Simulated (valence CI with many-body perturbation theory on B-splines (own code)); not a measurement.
Values are calculated unless marked as measured or tabulated.
Br²⁰⁺: what each term of the Hamiltonian does

Level of theory: relativistic CI+MBPT: five valence electrons over a frozen Dirac-Fock core [Ne], radial functions for each j: 9 s, 9 p, 8 d, 6 f, 3 g, 1 h, with the one-electron correlation potential Σ1 (screened to all orders), the two-electron term Σ2, the three-electron term Σ3, Breit, model QED; selected single and double excitations, second order for the rest (own B-spline code, finite nucleus).

No measured spectrum was set against this ion. As an estimate, levels of excited configurations hold to 0.05 to 0.15 % of their energy, terms of the ground configuration to about 0.5 %. Among the levels kept, up to 450 cm⁻¹ of a level comes from second order outside the variational space, and about a tenth of that is noise between levels of different J, which matters for small intervals.

Each rung adds one term. CI alone is the Dirac-Coulomb CI over the frozen core; QED comes last and gives the full result, which names the levels. Energies are above 3s2 3p3 4S°_3/2 on the same rung, in cm⁻¹.

Names give the largest LS component (configuration and term), which can be under half, so a name can repeat, a term be missing and a line seem to break the LS rules; names also repeat where a configuration has a term twice. Letters in brackets count levels of one name in rising energy.

| Level | CI alone | Σ1 | Σ2 | Σ3 | Breit | QED | Full |
| --- | --- | --- | --- | --- | --- | --- | --- |
| 3s2 3p3 2D°_3/2 | 71787 | +118 | -152 | -127 | -629 | +77 | 71074 |
| 3s2 3p3 2D°_5/2 | 98529 | +175 | -168 | -156 | -1352 | +120 | 97149 |
| 3s2 3p3 2P°_1/2 | 142892 | +179 | -415 | -353 | -978 | +96 | 141421 |
| 3s2 3p3 2P°_3/2 | 197169 | +374 | -153 | -270 | -2497 | +257 | 194882 |
| 3s 3p4 4P_5/2 | 487391 | -919 | +285 | +515 | -39 | -1729 | 485505 |
| 3s 3p4 4P_3/2 | 532854 | -813 | +361 | +508 | -653 | -1598 | 530658 |
| 3s 3p4 4P_1/2 | 544601 | -805 | +263 | +458 | -629 | -1611 | 542277 |
| 3s 3p4 2D_3/2 | 606890 | -815 | -541 | +352 | -786 | -1360 | 603741 |
| 3s 3p4 2D_5/2 | 627983 | -715 | -348 | +382 | -1634 | -1389 | 624279 |
| 3s2 3p2 3d 2P_3/2 [a] | 683299 | -838 | -1241 | -41 | -1567 | -702 | 678910 |
| 3s 3p4 2S_1/2 | 693459 | -762 | -1658 | +57 | -1133 | -1153 | 688810 |
| 3s2 3p2 3d 4F_3/2 | 698307 | -916 | -1451 | -339 | -1453 | -322 | 693826 |
| 3s2 3p2 3d 4F_5/2 | 714932 | -868 | -1390 | -547 | -1978 | -118 | 710031 |
| 3s2 3p2 3d 2F_5/2 [a] | 741582 | -863 | -1323 | -496 | -2447 | -56 | 736397 |
| 3s2 3p2 3d 4F_7/2 | 749082 | -732 | -1147 | -475 | -3165 | +2 | 743564 |
| 3s2 3p2 3d 4D_1/2 [a] | 749704 | -759 | -1266 | -352 | -2066 | -487 | 744773 |
| 3s2 3p2 3d 2F_7/2 [a] | 762131 | -764 | -1306 | -521 | -3081 | -18 | 756440 |
| 3s2 3p2 3d 4D_3/2 | 767383 | -780 | -1553 | -521 | -2557 | -142 | 761830 |
| 3s2 3p2 3d 4F_9/2 | 777103 | -634 | -1135 | -549 | -4109 | +46 | 770721 |

The middle columns are the shifts that each term adds.

(1) How does the ionisation energy move along the ladder, and which term matters most?

## Answers

(1) CI alone 862.06, + Σ1 862.80, + Σ2 862.72, + Σ3 862.44, + Breit 862.17, + QED 862.17 eV. The largest step is Σ1, 0.73 eV. NIST lists 870 ± 3 eV (semi-empirical).
